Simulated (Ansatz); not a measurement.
Basis sets compared for the cluster TiSe2⁺. Total charge 1; doublet. Geometry PBE0-D4/def2-TZVP. Ansatz on 4 threads of Arm Neoverse V1 on a shared host; times are rough, and most runs start from earlier orbitals.

```xyz
3

Ti    0.357   -0.045   -0.977
Se   -0.002   -1.528    0.624
Se   -0.354    1.573    0.353
```

At PBE0-D4/def2-SVP, PBE0-D4/def2-TZVP the charge 1 doublet is spin-contaminated (final ⟨S²⟩ up to 0.93, 0.75 for a pure state). The order of the spin states hangs on the level: the quartet lies 0.36 eV below the doublet at PBE0-D4/def2-TZVP, but 0.60 eV above it at PBE-D4/def2-TZVP. The structure comes from a short search, and lower isomers may exist.

| level | functions | energy (Eh) | HOMO (eV) | LUMO (eV) | wall time |
| --- | --- | --- | --- | --- | --- |
| PBE-D4/def2-SVP | 95 | -5650.7248 | -11.01 | -10.21 | 2 s |
| PBE0-D4/def2-SVP | 95 | -5650.8622 | -12.18 | -9.38 | 3 s |

**Question.** Estimate the rows for PBE-D4/def2-TZVP (with forces), PBE0-D4/def2-TZVP.

**Answer.** 
```json
{"level": "PBE-D4/def2-TZVP (with forces)", "functions": "141", "energy (Eh)": "-5651.4217", "HOMO (eV)": "-11.00", "LUMO (eV)": "-10.18", "wall time": "3.4 s"}
{"level": "PBE0-D4/def2-TZVP", "functions": "141", "energy (Eh)": "-5651.5593", "HOMO (eV)": "-12.12", "LUMO (eV)": "-9.32", "wall time": "6 s"}
```
